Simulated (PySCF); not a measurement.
## A search over the determinants of IF

Unrestricted PBE0; PySCF, scalar-relativistic core potentials, basis sets I def2-SVP with ECP28, F def2-SVP. Outer shells of the fragments: I 4d10 5s2 5p5; F 2s2 2p5.

Followed along the bond (rough minima from three points):

```
2Ms+1  unpaired  ⟨S²⟩ at the start  R at minimum (Å)  Te (eV)
    1      none               0.00              1.95     0.00
    3  σ ↑, π ↑               2.00  none in the scan   ≤ 1.66
```

Solutions found at the starting distance of 1.925 Å, counted from the lowest of them; the search is not exhaustive and high or unbound solutions are not listed, so other states can lie among these:

```
2Ms+1  unpaired   term  E (eV)  ⟨S²⟩  ⟨Lz²⟩  μ (D)
    1      none    ¹Σ⁺    0.00  0.00   0.00  -2.20
    3  σ ↑, π ↑     ³Π    2.08  2.00   1.00  -2.02
    1  σ ↑, π ↓  mixed    2.41  1.00   1.00  -1.96
    3      π ↑↑    ³Σ⁻    5.32  2.00   0.00  -1.53
    1      π ↑↓  mixed    5.62  1.01   2.01  -1.49
    3      σ ↑↑    ³Σ⁺    6.39  2.00   0.00   0.76
    1      none  mixed    6.56  0.00   2.00  -1.36
```

A term symbol is given only where ⟨S²⟩ and ⟨Lz²⟩ are close to those of a pure state; real π, δ and φ orbitals otherwise mix terms. A positive dipole means I(−)F(+).

The measured ground state is X ¹Σ+ (Huber and Herzberg, Constants of Diatomic Molecules (1979)).

Spin–orbit coupling is left out. Counting both spins, an empty level lies below a filled one in some of these solutions, because spin and occupation are held.
